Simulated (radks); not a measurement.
The numbers below are computed, except where a source is named.
Task: Radial electron density D(r) = 4 pi r^2 rho(r) of an atom or ion with 8.75 electrons. Level of theory: scalar-relativistic Kohn-Sham, SCAN, spin-polarised, spherical densities, finite nucleus; meta-GGA in the generalised Kohn-Sham scheme; Fermi nuclear charge, rms radius of each element as measured or else 0.836 A^(1/3) + 0.57 fm (a radial shooting solver on a logarithmic mesh with Libxc functionals).

| r (bohr) | D(r) (e/bohr) | spin D(r) |
|---|---|---|
| 0.006225 | 0.4708 | -0.0000458 |
| 0.007604 | 0.6785 | -0.0000633 |
| 0.009287 | 0.9707 | -0.0000844 |
| 0.01143 | 1.395 | -0.000107 |
| 0.01397 | 1.956 | -0.000120 |
| 0.01706 | 2.706 | -0.000101 |
| 0.02083 | 3.682 | 0.00000306 |
| 0.02545 | 4.913 | 0.000305 |
| 0.03108 | 6.397 | 0.00104 |
| 0.03796 | 8.089 | 0.00265 |
| 0.04637 | 9.869 | 0.00603 |
| 0.05664 | 11.53 | 0.0128 |
| 0.06973 | 12.84 | 0.0263 |
| 0.08517 | 13.36 | 0.0503 |
| 0.104 | 12.95 | 0.0922 |
| 0.1271 | 11.62 | 0.161 |
| 0.1552 | 9.744 | 0.267 |
| 0.1895 | 7.985 | 0.420 |
| 0.2315 | 7.061 | 0.616 |
| 0.2828 | 7.344 | 0.836 |
| 0.3454 | 8.547 | 1.03 |
| 0.4252 | 9.836 | 1.15 |
| 0.5194 | 10.08 | 1.12 |
| 0.6344 | 8.851 | 0.937 |
| 0.7748 | 6.495 | 0.658 |
| 0.9464 | 3.878 | 0.377 |
| 1.156 | 1.822 | 0.170 |
| 1.412 | 0.6465 | 0.0570 |
| 1.724 | 0.1645 | 0.0134 |
| 2.106 | 0.02823 | 0.00204 |

What is the nuclear charge?

Result: Z = 12. The innermost maximum, from 1s, lies near gamma/Z bohr with gamma = sqrt(1 - (Z/c)^2) = 0.996, here 0.083 bohr (found: 0.0865), and its height grows with Z. The density is that of the magnesium ion Mg3.25+ in [He] 2s2 2p(up 2.75, down 2); the configuration itself is not fixed sharply by these data, and Z only to about a unit. D(r) has 2 maxima, at r = 0.0865, 0.487 bohr, and minima at 0.245 bohr, inside which lie 2.22 electrons.
